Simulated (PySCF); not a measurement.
## SMILES CN[P+]1(C)C=CC=C1, [C6H11NP]+, charge +1

Geometry:
```json
{"atom": "C1", "x (Å)": "-2.489", "y (Å)": "-0.504", "z (Å)": "0.661"}
{"atom": "N2", "x (Å)": "-1.081", "y (Å)": "-0.456", "z (Å)": "1.059"}
{"atom": "P3", "x (Å)": "0.078", "y (Å)": "0.209", "z (Å)": "0.092"}
{"atom": "C4", "x (Å)": "-0.406", "y (Å)": "1.907", "z (Å)": "-0.289"}
{"atom": "C5", "x (Å)": "1.676", "y (Å)": "0.048", "z (Å)": "0.896"}
{"atom": "C6", "x (Å)": "2.505", "y (Å)": "-0.593", "z (Å)": "0.060"}
{"atom": "C7", "x (Å)": "1.919", "y (Å)": "-1.010", "z (Å)": "-1.212"}
{"atom": "C8", "x (Å)": "0.632", "y (Å)": "-0.680", "z (Å)": "-1.387"}
{"atom": "H9", "x (Å)": "-2.779", "y (Å)": "0.453", "z (Å)": "0.231"}
{"atom": "H10", "x (Å)": "-2.702", "y (Å)": "-1.298", "z (Å)": "-0.057"}
{"atom": "H11", "x (Å)": "-3.087", "y (Å)": "-0.673", "z (Å)": "1.555"}
{"atom": "H12", "x (Å)": "-0.785", "y (Å)": "-1.314", "z (Å)": "1.516"}
{"atom": "H13", "x (Å)": "0.455", "y (Å)": "2.428", "z (Å)": "-0.706"}
{"atom": "H14", "x (Å)": "-0.726", "y (Å)": "2.395", "z (Å)": "0.631"}
{"atom": "H15", "x (Å)": "-1.213", "y (Å)": "1.918", "z (Å)": "-1.021"}
{"atom": "H16", "x (Å)": "1.913", "y (Å)": "0.434", "z (Å)": "1.871"}
{"atom": "H17", "x (Å)": "3.537", "y (Å)": "-0.813", "z (Å)": "0.283"}
{"atom": "H18", "x (Å)": "2.510", "y (Å)": "-1.546", "z (Å)": "-1.937"}
{"atom": "H19", "x (Å)": "0.032", "y (Å)": "-0.894", "z (Å)": "-2.254"}
```

Total charge +1.

Computed, not measured: GIAO B3LYP/pcSseg-1 magnetisability, rotational g tensor and spin-rotation constants, non-relativistic, gas phase in PySCF. Geometry: GFN2-xTB.

For an ion the centre-of-mass motion in the field is neglected.

Task: How diamagnetic is it, and how anisotropic?

Result: Isotropic -1271 × 10⁻³⁰ J/T², or -76.5 × 10⁻⁶ cm³/mol; principal values -1481, -1191, -1140 × 10⁻³⁰ J/T², anisotropy 319 × 10⁻³⁰ J/T² (root of half the summed squared differences of the principal values). The susceptibility is in cgs units.

Task: Split it along the inertial axes a, b, c into diamagnetic and paramagnetic parts about the centre of mass, with the quadrupole moment.

Result: 
```
axis  χ (10⁻⁶ cm³/mol)  diamagnetic (10⁻⁶ cm³/mol)  paramagnetic (10⁻⁶ cm³/mol)  summed x² of all electrons (Å²)  quadrupole Θ (D Å)
   a             -73.5                      -521.6                        448.1                            191.5              +12.79
   b             -84.3                     -1052.7                        968.4                             66.3               -5.75
   c             -71.7                     -1093.6                       1021.9                             56.6               -7.04
```
Anisotropies 2χaa − χbb − χcc = +9.1 and 2χbb − χaa − χcc = -23.4 × 10⁻⁶ cm³/mol. Θ is traceless in Buckingham's convention.

Task: And the rotational g tensor?

Result: 
```tsv
axis	rotational constant (GHz)	g	nuclear part	electronic part
a	3.0470	-0.0138	0.6277	-0.6414
b	1.2916	+0.0073	0.5949	-0.5876
c	1.2440	+0.0002	0.5974	-0.5972
```
Asymmetric top; isotopes 12C, 1H, 14N, 31P; no vibrational averaging.
